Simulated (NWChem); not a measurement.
## Atomisation of Cl2Te

SMILES: Cl[Te]Cl
```xyz
3

Te     0.0000     0.0000    -0.5955
Cl     1.8514     0.0000     0.9108
Cl    -1.8514     0.0000     0.9108
```
Charge 0, spin multiplicity 1.

All runs are NWChem calculations. The geometry was optimised at PBE/def2-SVP with def2 effective core potentials on Te, a minimum by its harmonic frequencies.

Basis set: def2-TZVP. The atomisation energy is electronic alone: no zero-point, thermal, spin-orbit or counterpoise terms. No value is extrapolated to the basis-set limit. Free atoms are single determinants with multiplicities Te 3, Cl 2. Correlated methods freeze the same cores in atoms and molecule, 14 orbitals in all.

```
method     atomisation energy (kcal/mol)  relative cost
---------  -----------------------------  -------------
BHandHLYP                          110.8              1
PBE0                               128.1        under 3
PBE                                138.9        under 3
HF                                  58.9        under 3
B3LYP                              123.6        under 3
M06-2X                             115.9        under 3
r2SCAN                             129.9        under 3
MP2                                124.0        under 3
```

The values span 80.0 kcal/mol, from HF (lowest) to PBE (highest). Relative cost: rough, from shared machines, SCF included, BHandHLYP = 1. Costs are the molecule's.

Effective core potentials replace the inner electrons of Te; spin-orbit coupling is left out. B3LYP has NWChem's definition, with VWN1-RPA local correlation. The structure started from a generated list of species. No SCF solution was tested for a lower state. Open-shell Hartree-Fock references start from PBE0 orbitals; any time given for them includes that run.
